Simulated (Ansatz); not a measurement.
System: 1,1,1,2,2,3,3,3-octafluoropropane, C₃F₈ (charge 0, singlet). 
Coordinates optimised at B3LYP-D3(BJ)/def2-TZVP (Ansatz, a program for electronic structure):
SMILES: FC(C(F)(F)F)(F)C(F)(F)F
```xyz
11

F     -1.3278    -1.4307     0.5667
C     -1.2764    -0.1097     0.3897
F     -2.4044     0.2895    -0.1994
F     -1.1792     0.4842     1.5800
C     -0.0723     0.2771    -0.5182
F     -0.2397    -0.3272    -1.7096
F     -0.0955     1.6120    -0.6927
C      1.3342    -0.1117     0.0244
F      2.2569     0.2756    -0.8572
F      1.4264    -1.4318     0.1918
F      1.5729     0.4913     1.1898
```

Total electronic energies in hartree. Valence correlation only, unless marked. Spin-orbit coupling is left out. Non-relativistic. CBS(X,Y): correlation extrapolated as X^-3; Hartree-Fock from the larger set. [CCSD(T)-MP2]/basis is that difference in the basis named.

| level | program | energy (Eh) |
|---|---|---|
| HF/cc-pVTZ | Ansatz | -909.46977 |
| RI-HF/cc-pVQZ | Ansatz | -909.54012 |
| SVWN5/def2-TZVPD | Ansatz | -907.47317 |
| BLYP/def2-TZVPD | Ansatz | -913.38254 |
| revPBE-D3(BJ)/def2-TZVPD | Ansatz + dftd3 | -913.18777 |
| PBE0/def2-QZVPP | Ansatz | -912.63713 |
| r2SCANh/def2-TZVPD | Ansatz | -913.05123 |
| HSE06/def2-TZVPD | Ansatz | -912.55993 |
| wB97M-V/def2-TZVPD | Ansatz | -913.27658 |
| wB97X-V/def2-TZVPD | Ansatz | -913.18883 |
| wB97X/def2-TZVPD | Ansatz | -913.28145 |
| B2PLYP-D3(BJ)/def2-TZVPD | Ansatz + dftd3 | -912.97697 |
| MP2/STO-3G | Ansatz | -896.79451 |
| MP2/cc-pwCVTZ | Ansatz | -911.99308 |
| RI-MP2/aug-cc-pVQZ | Ansatz | -912.24812 |
| SCS-MP2/6-31G | Ansatz | -909.98575 |
| SCS-MP2/cc-pVDZ | Ansatz | -910.95167 |
| SCS-MP2/cc-pwCVTZ | Ansatz | -911.91510 |
| CCSD/6-31G* | Ansatz | -910.87516 |
| CCSD(T)/6-31G | Ansatz | -910.05869 |
| CCSD(T)/6-31G* | Ansatz | -910.91894 |
| RI-MP2/CBS(aug-cc-pVTZ,aug-cc-pVQZ)+[CCSD(T)-MP2]/aug-cc-pVTZ | Ansatz | -912.4730 |
| RI-MP2/CBS(cc-pVTZ,cc-pVQZ)+[CCSD(T)-MP2]/cc-pVTZ | Ansatz | -912.4584 |

Totals of different functionals don't rank their quality; only differences between species are comparable.
